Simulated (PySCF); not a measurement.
Compounds:

A. `F/C(=C/CN[SiH3])C(F)F`
B. SMILES C#Cc1pcn(CC#C)c1
C. [1.1.1]propellane

Spectrum 1. $^{1}$H NMR (300 MHz, computed): δ 7.87 (m, 1H), 7.64 (m, 1H), 4.76 (d, 2H), 3.07 (s, 1H), 1.95 (t, 1H). $^{13}$C{$^{1}$H} NMR (computed): δ 160.2 (CH), 140.8 (CH), 134.5 (C), 90.5 (CH), 83.9 (C), 83.2 (C), 82.9 (CH), 44.0 (CH2).

Spectrum 2. $^{1}$H NMR (300 MHz, computed): δ 2.06 (s, 6H). $^{13}$C{$^{1}$H} NMR (computed): δ 79.8 (CH2), 0.9 (C).

Spectrum 3. $^{1}$H NMR (300 MHz, computed): δ 6.49 (m, 1H), 6.06 (m, 1H), 4.69 (s, 3H), 3.74 (d, 2H), -0.31 (br s, 1H). $^{13}$C{$^{1}$H} NMR (computed): δ 164.8 (C), 126.2 (CH), 119.3 (CH), 42.4 (CH2).

Theoretical values (PySCF 2.14): shielding tensors at PBE0/pcSseg-1 (GIAO), spin–spin couplings from B3LYP/pcJ-1 (spin–dipole term left out of most H,H and C,H couplings), geometry from GFN2-xTB. Equivalent nuclei averaged, a single conformation, no relativistic terms, isolated molecule.

Scale: $^{1}$H and $^{13}$C vs TMS (reference shieldings calculated alike). Multiplet labels drop J under 1 Hz and among equivalent protons, and merge close values. Unscaled 3J(H,H) run several per cent high. Splittings of carbon signals by F and P are missing where no couplings were computed. Where no couplings were computed, multiplicities follow the n + 1 count of equivalent neighbours, and m marks all less simple cases (inequivalent or close neighbours, rings, F or P nearby). Shifts are as computed. Against solution values, carbons near 30 ppm lie about +3 ppm off and those near 130 ppm about +5 ppm. Of 1211 compounds with measured shifts, 218 miss one by over three times the rms of a fit or turn the order of signals round; such compounds aren't used in these exercises. OH and NH positions are gas-phase values without hydrogen bonding to other molecules.

Which spectrum belongs to which compound?

## Answers

1–B, 2–C, 3–A.

- Spectrum 1 (B): 8 $^{13}$C signals; δC 160.2 is an aromatic CH next to a ring nitrogen; δC 140.8 is an aromatic CH next to a ring nitrogen.
- Spectrum 2 (C): 2 $^{13}$C signals; δC 0.9 is a three-membered-ring carbon; δC 79.8 is a three-membered-ring carbon.
- Spectrum 3 (A): 4 $^{13}$C signals; δC 164.8 is a fully substituted alkene carbon; δC 126.2 is an alkene CH.
